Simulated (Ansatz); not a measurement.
Ideal-gas functions of CH6GaN, SMILES `N[CH2][GaH2]` at 298.15 K and 1 bar, from an Ansatz frequency run at PBE0-D4/def2-TZVP.

Molar mass 101.79 g/mol, point group C1 (symmetry number 1), electronic degeneracy 1, moments of inertia 17.854, 137.97, 151.506 u Å². Harmonic wavenumbers (cm⁻¹, unscaled): 123, 204, 231, 439, 505, 580, 719, 752, 835, 1087, 1106, 1229, 1316, 1473, 1663, 1947, 1956, 2937, 3051, 3520, 3605.

Use S(trans) = R[1.5 ln M + 2.5 ln T − 1.1517]; rotational temperatures θ = 24.2544 K / I; S(rot) = R[ln(√π/σ · √(T³/θAθBθC)) + 1.5]; for each mode x = 1.438777 ν̃/T, S = R[x/(eˣ − 1) − ln(1 − e⁻ˣ)] and H = RT x/(eˣ − 1); 1 cm⁻¹ = 0.0119627 kJ/mol; R = 8.31446 J/(mol·K).

Problem. By hand: the entropy, in J/(mol·K).

Solution. Translation 166.5. Rotation: θ = 1.3585, 0.1758, 0.1601 K, giving 101.9. Vibration, mode by mode: 12.77, 8.77, 7.83, 3.47, 2.70, 2.03, 1.19, 1.05, 0.76, 0.28, 0.25, 0.15, 0.11, 0.06, 0.02, 0.01, 0.01, 0.00, 0.00, 0.00, 0.00, in all 41.5. Electronic 0.0. Sum 309.9 J/(mol·K).

Problem. By hand: H − E and G − E in kJ/mol, counted from the electronic energy.

Solution. Zero-point energy ½ × 29278 × 0.0119627 = 175.1; thermal vibration 7.3; translation, rotation and pV give 4 RT = 9.9. H − E = 192.3 kJ/mol, and G − E = 192.3 − 298.15 × 309.9/1000 = 99.9 kJ/mol.

Vibration gives 13 % of the entropy, 12.8 J/(mol·K) of it from the mode under 150 cm⁻¹: soft modes count most, and the harmonic formula is weakest for them. The sum counts one conformer and one mirror image; others add a mixing term.
